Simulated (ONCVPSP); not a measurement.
**cerium (Ce): one change to an ONCV potential, before and after**

ONCVPSP 4.0.1 input, shortened (lines: element, Z, core and valence counts, functional; n l f; lmax; l rc ep ncon nbas qcut; lloc lpopt rc5 dvloc0; l nproj debl; icmod fcfact rcfact), PBE, fully relativistic:

```
  Ce 58.00    9    4        4      upf
    1    0    2.00
    2    0    2.00
    2    1    6.00
    3    0    2.00
    3    1    6.00
    3    2   10.00
    4    0    2.00
    4    1    6.00
    4    2   10.00
    5    0    2.00
    5    1    6.00
    5    2    2.00
    6    0    2.00
    3
    0    2.45    0.00    3    6    6.20
    1    2.75    0.00    4    8    5.20
    2    2.45    0.00    5    9    3.80
    3    2.50    0.02    3    8    4.20
    4    3    2.10    1.00
    0    2    1.90
    1    3    3.30
    2    3    3.70
    3    2    4.00
    2    0.55    1.10
```

Open shells are filled in proportion to 2j + 1.

In the f channel the program set the typed energies aside and used -0.413, 3.587 Ha (j = l + 1/2; the other j can differ).

Change: s: qcut 5.7; p: qcut 4.8; d: qcut 3.5; f: qcut 3.8.

Cutoffs: the cutoffs (Ha) at which the residual kinetic energy of the hardest occupied pseudo-wave falls to 1 and 0.1 mHa per electron; they do not see the model core or the augmentation charge, which bear on the density cutoff. Errors are all-electron minus pseudo energies relative to the spin-unpolarised reference configuration.

Q: How do hardness, ghosts and transferability respond?

A: The potential gets neither clearly harder nor softer (10 Ha and 12 Ha → 10 Ha and 15 Ha); a bound ghost appears in f, which as a rule spoils a file; the errors of the 4 common tests hardly move.

| quantity | base | changed |
| --- | --- | --- |
| cutoff, loose | 10 Ha | 10 Ha |
| cutoff, tight | 12 Ha | 15 Ha |
| loose cutoff by channel | s 10 Ha, p 6.1 Ha, d 6.6 Ha | s 10 Ha, p 6.2 Ha, d 6.8 Ha |
| bound ghosts | none | f7/2, f5/2 |
| GHOST(+) flags under 300 eV | none | none |
| error for 4f1 5s2 5p6 5d1 6s2, meV [ΔE -4.75 eV] | +2136 | +2239 |
| error for 4f1 5s2 5p6 5d1 6s1, meV [ΔE 1.32 eV] | +2133 | +2239 |
| error for 4f1 5s2 5p6 5d1 6s0, meV [ΔE 12.40 eV] | +2120 | +2223 |
| error for 5s2 5p6 5d0 6s0, meV [ΔE 69.26 eV] | +39 | +43 |
| s: phases at 2.49 bohr within 0.05 rad from the reference energy up to (Ha; the scan ends near 5) | 4.0 | 3.7 |
| p3/2: phases at 2.79 bohr within 0.05 rad from the reference energy up to (Ha; the scan ends near 5) | to the end of the scan | to the end of the scan |
| p1/2: phases at 2.79 bohr within 0.05 rad from the reference energy up to (Ha; the scan ends near 5) | to the end of the scan | to the end of the scan |
| d5/2: phases at 2.49 bohr within 0.05 rad from the reference energy up to (Ha; the scan ends near 5) | to the end of the scan | to the end of the scan |
| d3/2: phases at 2.49 bohr within 0.05 rad from the reference energy up to (Ha; the scan ends near 5) | to the end of the scan | to the end of the scan |
| f7/2: phases at 2.54 bohr within 0.05 rad from the reference energy up to (Ha; the scan ends near 5) | -0.4 | -0.4 |
| f5/2: phases at 2.54 bohr within 0.05 rad from the reference energy up to (Ha; the scan ends near 5) | -0.4 | -0.4 |
| rms error of d²Exc/dni dnj with the model core, mHa | 3.02 | 3.02 |

Base: The cutoffs count occupied waves only; projector 1 of the f channel, the hardest unoccupied one, needs 76 Ha at the loose tolerance. These tests converged, but a pseudo level misses the all-electron one widely, so the file describes the atom poorly there or has found another state: 4f1 5s2 5p6 5d1 6s2: 4f by 4.1 eV; 4f1 5s2 5p6 5d1 6s1: 4f by 4.2 eV; 4f1 5s2 5p6 5d1 6s0: 4f by 4.2 eV. Changed file: The cutoffs count occupied waves only; projector 1 of the f channel, the hardest unoccupied one, needs 94 Ha at the loose tolerance. These tests converged, but a pseudo level misses the all-electron one widely, so the file describes the atom poorly there or has found another state: 4f1 5s2 5p6 5d1 6s2: 4f by 4.4 eV; 4f1 5s2 5p6 5d1 6s1: 4f by 4.4 eV; 4f1 5s2 5p6 5d1 6s0: 4f by 4.5 eV. A true bound ghost makes a file unfit for plane-wave use even where its test errors are small: the radial tests pick states by their node count and pass the ghost by.
